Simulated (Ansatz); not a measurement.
Mulliken charges of `[CH3][Sc]([NH2])[Cl]` from r2SCAN/def2-TZVPP in Ansatz (PBE0-D4/def2-TZVP geometry).

| atom | x (Å) | y (Å) | z (Å) | charge (e) |
| --- | --- | --- | --- | --- |
| C1 | 0.091 | 1.432 | -0.744 | -0.469 |
| Sc2 | 0.110 | -0.710 | -0.373 | 0.778 |
| N3 | -0.209 | -1.245 | 1.484 | -0.492 |
| Cl4 | 0.473 | -2.245 | -2.078 | -0.320 |
| H5 | 0.462 | 1.695 | -1.742 | 0.072 |
| H6 | 0.703 | 1.976 | -0.012 | 0.065 |
| H7 | -0.926 | 1.840 | -0.661 | 0.067 |
| H8 | -0.244 | -2.185 | 1.858 | 0.152 |
| H9 | -0.370 | -0.603 | 2.252 | 0.147 |

By hand: the dipole of these point charges (1 e Å = 4.8032 D).

Σ q r = (-0.080, 0.060, 0.437) e Å, of length 0.448 e Å = 2.15 D.

How does the dipole of the full density compare? (An estimate is asked.)

Ansatz gave: (-0.102, 0.167, 0.550) e Å, 2.80 D; the point charges give 0.77 times that, at 9° from its direction.

Point charges leave out the atoms' own dipoles, such as those of lone pairs, and Mulliken's split depends on the basis, so the two needn't agree.
